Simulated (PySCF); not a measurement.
C5H7F3Si.
SMILES with atom numbers: `[F:1][C:2]([F:3])=[C:4]([F:5])[SiH:6]1[CH2:7][CH2:8][CH2:9]1` (hydrogens: H10 on Si6; H11, H12 on C7; H13, H14 on C8; H15, H16 on C9)

Method: PBE0-D3(BJ)/def2-SVP geometry optimisation, gas phase in PySCF; density fitting, grid level 1; the optimiser is geomeTRIC in internal coordinates, started from a GFN2-xTB structure with every atom displaced at random (about 0.01 Å).

Step 6: E = -21296.3167 eV
```
atom  x, y, z in Å  |  force x, y, z in eV/Å
F1      2.9806   -0.5848   -1.5826    0.021  -0.002  -0.024
C2      2.9723   -0.2033   -0.3285   -0.037  -0.012  -0.126
F3      4.1732   -0.2039    0.1817   -0.004   0.006   0.016
C4      1.8489    0.1334    0.3133    0.001  -0.010   0.125
F5      1.9779    0.4790    1.6117   -0.019  -0.008   0.017
Si6     0.0965    0.1332   -0.3761    0.125   0.036   0.010
C7     -1.1172    1.2141    0.5834   -0.023   0.003  -0.090
C8     -2.0731   -0.0140    0.6278    0.019  -0.012   0.062
C9     -1.1200   -1.1811    0.2324   -0.027   0.017  -0.008
H10     0.2037    0.3192   -1.8528   -0.039  -0.023  -0.005
H11    -1.5218    2.1277    0.1263   -0.020   0.015   0.034
H12    -0.7173    1.4703    1.5767    0.014  -0.012   0.008
H13    -2.5601   -0.1580    1.6057   -0.026   0.008  -0.015
H14    -2.8779    0.0970   -0.1148    0.005  -0.001  -0.031
H15    -0.7435   -1.7271    1.1112    0.014   0.011   0.004
H16    -1.5273   -1.9139   -0.4785   -0.004  -0.016   0.021
```

Step 7: E = -21296.3270 eV
```
atom  x, y, z in Å  |  force x, y, z in eV/Å
F1      3.0075   -0.4604   -1.6237    0.010   0.017  -0.035
C2      2.9828   -0.1637   -0.3477   -0.115   0.010  -0.039
F3      4.1815   -0.1563    0.1654    0.045  -0.003   0.038
C4      1.8486    0.0907    0.3158    0.012  -0.010   0.128
F5      1.9601    0.3565    1.6369    0.039  -0.047  -0.085
Si6     0.0973    0.1003   -0.3697    0.086   0.054  -0.020
C7     -1.1044    1.2124    0.5729   -0.010  -0.038  -0.079
C8     -2.0806    0.0015    0.6171    0.015  -0.028   0.076
C9     -1.1365   -1.1851    0.2635   -0.015   0.013  -0.004
H10     0.2039    0.2544   -1.8502   -0.037  -0.009   0.003
H11    -1.4933    2.1351    0.1216   -0.008   0.024   0.022
H12    -0.6985    1.4531    1.5679    0.000   0.002   0.012
H13    -2.5966   -0.1194    1.5837   -0.023   0.017  -0.020
H14    -2.8621    0.1106   -0.1503   -0.002   0.004  -0.026
H15    -0.7676   -1.7068    1.1605   -0.001   0.016   0.010
H16    -1.5470   -1.9352   -0.4269    0.003  -0.024   0.018
```

Step 8: E = -21296.3320 eV
```
atom  x, y, z in Å  |  force x, y, z in eV/Å
F1      3.0086   -0.4088   -1.6394    0.032  -0.003   0.005
C2      2.9832   -0.1608   -0.3526   -0.046   0.044  -0.093
F3      4.1813   -0.1719    0.1639    0.012  -0.009  -0.004
C4      1.8515    0.0784    0.3193    0.009   0.005   0.084
F5      1.9752    0.3129    1.6436   -0.016  -0.057  -0.020
Si6     0.0998    0.1001   -0.3652    0.047   0.024   0.014
C7     -1.1080    1.2143    0.5669   -0.014  -0.004  -0.049
C8     -2.0834    0.0031    0.6140    0.013  -0.013   0.028
C9     -1.1347   -1.1836    0.2748   -0.016   0.011  -0.010
H10     0.2026    0.2492   -1.8461   -0.023  -0.011   0.002
H11    -1.4968    2.1352    0.1108    0.001   0.011   0.022
H12    -0.7080    1.4609    1.5632   -0.001  -0.002   0.009
H13    -2.6087   -0.1091    1.5762   -0.019   0.006  -0.007
H14    -2.8586    0.1055   -0.1617    0.011   0.003  -0.011
H15    -0.7683   -1.6957    1.1783    0.006   0.017   0.011
H16    -1.5408   -1.9419   -0.4094    0.005  -0.021   0.020
```

Step 9: E = -21296.3338 eV
```
atom  x, y, z in Å  |  force x, y, z in eV/Å
F1      3.0148   -0.1226   -1.6954   -0.150  -0.079   0.118
C2      2.9807   -0.1247   -0.3840    0.400   0.083  -0.116
F3      4.1853   -0.2477    0.1123   -0.077   0.035   0.023
C4      1.8670    0.0088    0.3431   -0.087   0.080  -0.308
F5      2.0204    0.0375    1.6772   -0.080  -0.075   0.174
Si6     0.1162    0.0954   -0.3350   -0.159  -0.129   0.146
C7     -1.1237    1.2254    0.5339   -0.019   0.148   0.091
C8     -2.0960    0.0134    0.5922    0.010   0.045  -0.172
C9     -1.1232   -1.1740    0.3433   -0.022   0.005  -0.045
H10     0.2032    0.2155   -1.8172    0.038  -0.023  -0.018
H11    -1.5066    2.1361    0.0489    0.034  -0.044   0.006
H12    -0.7611    1.5046    1.5375    0.000  -0.030  -0.017
H13    -2.6761   -0.0508    1.5256    0.002  -0.045   0.043
H14    -2.8293    0.0770   -0.2305    0.056   0.002   0.046
H15    -0.7729   -1.6255    1.2850    0.040   0.031   0.007
H16    -1.5038   -1.9807   -0.3000    0.014  -0.004   0.019
```

**Question.** Estimate the geometry and energy of step 10. (The exact step hangs on the optimiser's Hessian estimate; all steps are aligned on step 9, rigid shifts and turns removed.)

**Answer.** E = -21296.3408 eV, largest force 0.207 eV/Å
```
atom  x, y, z in Å  |  force x, y, z in eV/Å
F1      2.9934   -0.1853   -1.6915    0.138  -0.027   0.096
C2      2.9839   -0.1230   -0.3822    0.019   0.034   0.078
F3      4.1831   -0.2132    0.1318   -0.039   0.014  -0.203
C4      1.8642    0.0200    0.3356   -0.045   0.015  -0.165
F5      2.0088    0.0683    1.6724   -0.063  -0.004   0.109
Si6     0.1126    0.0937   -0.3401   -0.078  -0.077   0.092
C7     -1.1177    1.2245    0.5420   -0.002   0.081   0.048
C8     -2.0922    0.0138    0.5919   -0.002   0.022  -0.066
C9     -1.1247   -1.1756    0.3320   -0.018   0.001  -0.039
H10     0.2035    0.2170   -1.8227    0.013  -0.013  -0.005
H11    -1.4977    2.1390    0.0640    0.016  -0.019   0.002
H12    -0.7489    1.4931    1.5456    0.003  -0.026  -0.007
H13    -2.6660   -0.0610    1.5293   -0.004  -0.024   0.017
H14    -2.8292    0.0862   -0.2251    0.029   0.002   0.015
H15    -0.7702   -1.6328    1.2694    0.026   0.028   0.009
H16    -1.5079   -1.9771   -0.3157    0.006  -0.008   0.020
```

The energy changes by -0.0070 eV. The first-order estimate −F·Δx gives -0.0149 eV and the mean of the old and new forces, exact on a quadratic surface, -0.0067 eV. The step makes an angle of 78° with the force vector and moves no atom by more than 0.066 Å.

The cost below is that of the whole optimisation. Time: 4.4 min; peak memory 0.67 GiB. Hardware: Arm Neoverse V2, one thread, on a shared host.
